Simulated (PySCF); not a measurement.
H2W, SMILES [WH2] (connectivity only; charge and spin as stated), neutral, multiplicity 5. Atoms are numbered in the order given.

```xyz
3

W      0.0000     0.0000    -0.0252
H      0.0000     1.4229     0.9342
H      0.0000    -1.4229     0.9342
```
Charge 0, spin multiplicity 5.

Geometry optimised at PBE-D3(BJ)/def2-TZVPD. The multiplicity is an assumed one; other spin states were not compared. The def2 effective core potentials stand for the cores of W; spin–orbit coupling is left out.

These are CAM-B3LYP/def2-TZVPD run with PySCF values and carry that method's errors.

Mulliken values depend strongly on the basis, most of all with diffuse functions as here. ESP charges are fitted to the potential on shells at 1.4 to 2.0 van der Waals radii. Atomic charges (e):

```json
[
 {"atom": "W1", "ESP fit": "(withheld)", "Mulliken": "0.31", "Mulliken spin": "4.19"},
 {"atom": "H2", "ESP fit": "(withheld)", "Mulliken": "-0.16", "Mulliken spin": "-0.10"},
 {"atom": "H3", "ESP fit": "(withheld)", "Mulliken": "-0.16", "Mulliken spin": "-0.10"}
]
```

**Question.** Some entries are withheld; supply them. (Estimate from the structure and the level; the computed values follow.)

**Answer.** 
- W1, ESP fit: 0.44
- H2, ESP fit: -0.22
- H3, ESP fit: -0.22
